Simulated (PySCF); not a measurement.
Numbering as in the mapped SMILES `[CH3:1][C:2](=[O:3])[O:4][SiH2:5][C:6](=[O:7])[OH:8]`. Hydrogens are named by the atom that carries them.

- PBE0/pcSseg-1 with gauge-including orbitals
- geometry: GFN2-xTB
- program: PySCF
- one conformer, in vacuum, equivalent nuclei averaged, non-relativistic

Question: Predict the 2D correlation tables (HSQC, COSY, HMBC).

Answer: 

HSQC (one-bond C–H):
```
          δH         δC
2.25 (H(C1))  23.8 (C1)
```

HMBC (two and three bonds, from the bond graph):
```
           δH                      δC
5.10 (H(Si5))  181.0 (C6), 176.8 (C2)
 2.25 (H(C1))              176.8 (C2)
```

No COSY cross peaks are expected.

Chemical shifts δ = σref − σ; 1H and 13C against TMS, all at this level.

The OH or NH signal is concentration- and solvent-dependent in practice; the value given is the gas-phase one. Shifts are as computed. Against solution values, carbons near 30 ppm lie about +3 ppm off and those near 130 ppm about +5 ppm. Of 1211 compounds with measured shifts, 218 miss one by over three times the rms of a fit or turn the order of signals round; such compounds aren't used in these exercises. Hydrogen bonding in solution deshields acid and N–H amide carbonyl carbons by as much as 10 ppm beyond these values.
